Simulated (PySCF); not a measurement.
**How methods differ on the interval between two levels of Sc**

Sc [Ar] 3d1 4s2 [2D5/2, M_J = 5/2] → Sc [Ar] 3d1 4s1 4p1 [4F9/2, M_J = 9/2], as a difference of total energies. All numbers are calculated (PySCF 2.14, the two-component X2C-1e Hamiltonian, in x2c-SVPall-2c with one added diffuse shell each of s, d type (6s5p4d1f, 48 functions)). Correlated levels: [Ne] frozen; the 6 highest virtual spinors dropped. "Screened" scales the spin-orbit matrix elements by Boettger's factors to mimic the two-electron term; Breit and QED terms are absent.

| method | interval between two levels (cm⁻¹) |
| --- | --- |
| GHF (spin-free) | 12880 |
| GMP2 (spin-free) | 18078 |
| GHF (screened spin-orbit) | 12999 |
| GMP2 (screened spin-orbit) | 18198 |

The labels give the starting determinants; with spin-orbit coupling the two ends relaxed to ⟨J²⟩ = 8.80, ⟨L²⟩ = 6.04, ⟨S²⟩ = 0.76 and ⟨J²⟩ = 24.78, ⟨L²⟩ = 12.03, ⟨S²⟩ = 3.75.
